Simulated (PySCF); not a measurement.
**Al (aluminium, neutral) across methods**

[Ne] 3s1 3p2, high-spin 4P determinant (an excited configuration). Calculation: PySCF 2.14, in aug-cc-pVTZ-DK (6s5p3d2f, 50 functions); scalar relativity by spin-free X2C-1e.

```json
{"method": "PBE0", "E (hartree)": "-242.5642", "mean ε 2p β (eV)": "-75.318", "mean ε 3s α (eV)": "-10.544", "mean ε 3p α (eV)": "-4.761", "Σ⟨r²⟩ (bohr²)": "34.57", "⟨S²⟩": "3.750"}
{"method": "PBE", "E (hartree)": "-242.5386", "mean ε 2p β (eV)": "-70.649", "mean ε 3s α (eV)": "-9.179", "mean ε 3p α (eV)": "-3.876", "Σ⟨r²⟩ (bohr²)": "34.83", "⟨S²⟩": "3.750"}
{"method": "revPBE", "E (hartree)": "-242.6285", "mean ε 2p β (eV)": "-70.596", "mean ε 3s α (eV)": "-9.140", "mean ε 3p α (eV)": "-3.866", "Σ⟨r²⟩ (bohr²)": "34.77", "⟨S²⟩": "3.750"}
{"method": "B3LYP", "E (hartree)": "-242.6888", "mean ε 2p β (eV)": "-74.586", "mean ε 3s α (eV)": "-10.178", "mean ε 3p α (eV)": "-4.445", "Σ⟨r²⟩ (bohr²)": "34.75", "⟨S²⟩": "3.750"}
{"method": "M06-2X", "E (hartree)": "-242.6444", "mean ε 2p β (eV)": "-79.920", "mean ε 3s α (eV)": "-11.487", "mean ε 3p α (eV)": "-5.245", "Σ⟨r²⟩ (bohr²)": "34.69", "⟨S²⟩": "3.750"}
{"method": "LDA", "E (hartree)": "-241.6083", "mean ε 2p β (eV)": "-70.791", "mean ε 3s α (eV)": "-9.259", "mean ε 3p α (eV)": "-3.876", "Σ⟨r²⟩ (bohr²)": "35.09", "⟨S²⟩": "3.750"}
{"method": "CAM-B3LYP", "E (hartree)": "-242.6693", "mean ε 2p β (eV)": "-76.554", "mean ε 3s α (eV)": "-11.964", "mean ε 3p α (eV)": "-5.743", "Σ⟨r²⟩ (bohr²)": "34.56", "⟨S²⟩": "3.750"}
{"method": "UHF", "E (hartree)": "-242.22490", "mean ε 2p β (eV)": "-88.293", "mean ε 3s α (eV)": "-14.238", "mean ε 3p α (eV)": "-7.120", "Σ⟨r²⟩ (bohr²)": "34.84", "⟨S²⟩": "3.750"}
```

Task: Estimate the same row for r2SCAN.

Result: E (hartree) = -242.6550; mean ε 2p β (eV) = -72.286; mean ε 3s α (eV) = -9.566; mean ε 3p α (eV) = -4.071; Σ⟨r²⟩ (bohr²) = 34.52; ⟨S²⟩ = 3.750.
